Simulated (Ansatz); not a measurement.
`CCN(C)[SiH3]` at its PBE0-D4/def2-TZVP geometry, where that method's forces vanish. Total charge 0; spin multiplicity 1.

```xyz
16

C     0.0167    1.8007    0.6725
C     0.9065    0.6372    0.2579
N     0.1994   -0.5712   -0.1123
C    -0.4435   -1.2656    0.9775
Si   -0.2467   -0.8811   -1.7406
H    -0.5935    1.5490    1.5429
H    -0.6565    2.0859   -0.1400
H     0.6219    2.6725    0.9343
H     1.5296    0.9424   -0.5890
H     1.5974    0.3973    1.0785
H    -1.3016   -0.7255    1.4009
H     0.2728   -1.4394    1.7904
H    -0.8036   -2.2409    0.6414
H     0.8537   -0.3915   -2.6134
H    -0.4452   -2.3475   -1.8937
H    -1.5072   -0.2224   -2.2073
```

Question: What forces (eV/Å) does r2SCAN-D4/def2-TZVPP give on these atoms in Ansatz? (An estimate is asked.)

Answer: Ansatz gave: 
```
C1  -0.095  0.115  0.050
C2   0.196  0.105  0.022
N3   0.025 -0.098 -0.202
C4  -0.109 -0.117  0.171
Si5 -0.010 -0.021 -0.074
H6   0.014  0.004 -0.016
H7   0.009 -0.007  0.010
H8  -0.013 -0.011 -0.003
H9  -0.005 -0.003  0.002
H10  0.003 -0.008  0.014
H11 -0.005  0.001  0.007
H12  0.001  0.008  0.002
H13  0.004  0.019  0.006
H14 -0.029 -0.009  0.016
H15  0.000  0.034  0.000
H16  0.012 -0.011 -0.005
```
